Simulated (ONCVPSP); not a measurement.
**La: one change to an ONCV potential, before and after**

lanthanum (La), optimised norm-conserving Vanderbilt (ONCV), made with ONCVPSP 4.0.1 (LDA (Perdew-Wang 92), scalar-relativistic). Core [Kr] 4d10, reference 5s2 5p6 5d1 6s1.75 (charge +0.25). Waves: 5s+6s: rc 2.30 bohr, ncon 4, nbas 8, qcut 5.5 1/bohr, 2 projectors; 5p: rc 1.70 bohr, ncon 4, nbas 7, qcut 5.2 1/bohr, 1 projector; 5d: rc 3.45 bohr, ncon 5, nbas 9, qcut 3.9 1/bohr, 2 projectors, debl 1.5 Ha; f scattering state at 0.05 Ha: rc 3.25 bohr, ncon 3, nbas 7, qcut 3.7 1/bohr, 2 projectors, debl 1.3 Ha. Local part: polynomial inside 1.40 bohr (lpopt 5, dvloc0 -1 Ha). Core correction: Teter function, fcfact 4.75, rcfact 1.2.

In the f channel the program set the typed energies aside and used -0.219, 1.081 Ha.

Change: s: qcut 5.2; p: qcut 4.9; d: qcut 3.7; f: qcut 3.5.

Cutoffs: the cutoffs (Ha) at which the residual kinetic energy of the hardest occupied pseudo-wave falls to 1 and 0.1 mHa per electron; they do not see the model core or the augmentation charge, which bear on the density cutoff. Errors are all-electron minus pseudo energies relative to the spin-unpolarised reference configuration.

Task: What does the change do?

Result: The potential gets harder (14 Ha and 41 Ha → 19 Ha and 44 Ha); both files keep a bound ghost (s); of the 4 tests that both files solve, the error grows in 0 and shrinks in 1 by more than 15 % and 0.3 meV (median size 2.6 → 2.0 meV).

| quantity | base | changed |
| --- | --- | --- |
| cutoff, loose | 14 Ha | 19 Ha |
| cutoff, tight | 41 Ha | 44 Ha |
| loose cutoff by channel | s 10 Ha, p 14 Ha, d 5.4 Ha | s 9.7 Ha, p 19 Ha, d 5.2 Ha |
| bound ghosts | s | s |
| GHOST(+) flags under 300 eV | p at 17.9 eV | p at 17.1 eV, d at 245.9 eV, d at 250.2 eV |
| error for 5s2 5p6 5d1 6s2, meV [ΔE -1.09 eV] | +0.1 | +0.2 |
| error for 5s2 5p6 5d1 6s1, meV [ΔE 5.06 eV] | -1.0 | -0.8 |
| error for 5s2 5p6 5d1 6s0, meV [ΔE 16.21 eV] | -4.2 | -3.1 |
| error for 4f1 5s2 5p6 5d1 6s0, meV [ΔE 5.97 eV] | +1826 | +1897 |
| s: phases at 2.33 bohr within 0.05 rad from the reference energy up to (Ha; the scan ends near 5) | to the end of the scan | to the end of the scan |
| p: phases at 1.73 bohr within 0.05 rad from the reference energy up to (Ha; the scan ends near 5) | 0.2 | 0.1 |
| d: phases at 3.50 bohr within 0.05 rad from the reference energy up to (Ha; the scan ends near 5) | 3.1 | 3.0 |
| f: phases at 3.30 bohr within 0.05 rad from the reference energy up to (Ha; the scan ends near 5) | 0.2 | 0.3 |
| rms error of d²Exc/dni dnj with the model core, mHa | 1.23 | 1.08 |

Base: The cutoffs count occupied waves only; projector 2 of the f channel, the hardest unoccupied one, needs 43 Ha at the loose tolerance. These tests converged, but a pseudo level misses the all-electron one widely, so the file describes the atom poorly there or has found another state: 4f1 5s2 5p6 5d1 6s0: 4f by 3.2 eV. Changed file: These tests converged, but a pseudo level misses the all-electron one widely, so the file describes the atom poorly there or has found another state: 4f1 5s2 5p6 5d1 6s0: 4f by 3.3 eV. A true bound ghost makes a file unfit for plane-wave use even where its test errors are small: the radial tests pick states by their node count and pass the ghost by.
